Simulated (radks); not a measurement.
The numbers below are computed, except where a source is named.
Species: Lu51+. Configuration: [Ar] 3d2 (the NIST ground configuration). Level of theory: scalar-relativistic Kohn-Sham, PBE, spin-unpolarised, spherical densities, point nucleus (a radial shooting solver on a logarithmic mesh with Libxc functionals).

Normalised radial functions P(r) = r R(r), r in bohr:

r,2s
0.001816,0.9400
0.002309,1.1087
0.002911,1.2865
0.003701,1.4784
0.004668,1.6593
0.005934,1.8212
0.007483,1.9242
0.009513,1.9339
0.012,1.8005
0.01525,1.4595
0.01923,0.8900
0.02445,0.0393
0.03083,-0.9885
0.0392,-2.1248
0.04943,-3.0736
0.06284,-3.6305
0.07925,-3.5722
0.1007,-2.9086
0.1281,-1.9056
0.1615,-0.9907
0.2053,-0.3691
0.259,-0.0981
0.3292,-0.0154
0.4151,-0.0014
0.5278,-0.0001
0.6656,0.0000
0.8461,0.0000
1.067,0.0000

2s: eigenvalue -14075.5 eV, 1 radial node at r = 0.0247 bohr, <r> = 0.0812 bohr, 90 % of the charge inside 0.126 bohr.
